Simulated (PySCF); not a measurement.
A ladder of Hamiltonians for Au⁷⁵⁺ (gold, charge +75)

Occupied: 1s1/2, 2s1/2. Hartree-Fock calculated with PySCF 2.14 in an uncontracted even-tempered set (15 s from 21 bohr⁻², ratio 2.7; 13 p from 25 bohr⁻², ratio 2.7), Gaussian nucleus throughout. NR is non-relativistic, sf-X2C the spin-free one-electron X2C Hamiltonian, X2C adds the bare one-electron spin-orbit term, X2C-SNSO screens it by Boettger's factors, DC is four-component Dirac-Coulomb, and the Gaunt and Breit terms are added at first order (total energies over the DC spinors, levels after relaxing the spinors in that mean field). QED terms are absent. Levels marked empty are virtual spinors of this ion.

| Hamiltonian | E (hartree) | E − E(DC) (hartree) | CPU seconds |
| --- | --- | --- | --- |
| NR | -7677.2091 | 801.9666 | 0.25 |
| sf-X2C | -8474.4592 | 4.7165 | 0.15 |
| X2C | -8474.4592 | 4.7165 | 0.15 |
| X2C-SNSO | -8474.4592 | 4.7165 | 0.15 |
| DC | -8479.1757 | 0.0000 | 2.6 |
| DC+Gaunt | -8470.0860 | 9.0897 | 4.2 |
| DC+Breit | -8470.2887 | 8.8870 | 32 |

Q: Give the 2p spin-orbit interval with each Hamiltonian that has one.

A: X2C 2052; X2C-SNSO 1993; DC 2007; DC+Gaunt 1983; DC+Breit 1983 (eV).

| level (eV) | NR | sf-X2C | X2C | X2C-SNSO | DC | DC+Gaunt | DC+Breit |
| --- | --- | --- | --- | --- | --- | --- | --- |
| 1s1/2 | -82727.1 | -90761.0 | -90761.0 | -90761.0 | -90873.5 | -90655.8 | -90658.4 |
| 2s1/2 | -20060.2 | -22532.9 | -22532.9 | -22532.9 | -22547.1 | -22520.3 | -22523.1 |
| 2p1/2 (empty) | -19610.0 | -20510.9 | -21995.2 | -21949.4 | -21966.3 | -21917.6 | -21923.9 |
| 2p3/2 (empty) | -19610.0 | -20510.9 | -19943.2 | -19956.5 | -19959.5 | -19934.2 | -19940.5 |
| 3s1/2 (empty) | -8660.7 | -9505.4 | -9505.4 | -9505.4 | -9509.3 | -9501.8 | -9502.9 |

Weight of the small component: 1s1/2 0.0905, 2s1/2 0.0223, 2p1/2 0.0221, 2p3/2 0.0200, 3s1/2 0.00946.

Koopmans' value for the highest occupied level at DC+Breit: 22523.1 eV, against an ionisation energy of 22500 ± 100 eV (theoretical estimate listed by NIST; NIST Atomic Spectra Database, ionization energies); the former lacks relaxation, correlation, QED and recoil.

The whole ladder took 41 s of wall time on 1 thread of Neoverse-V1 (shared host), launched as `OMP_NUM_THREADS=1 python relrun2.py TASK.json OUT` (a driver that calls PySCF for each Hamiltonian).
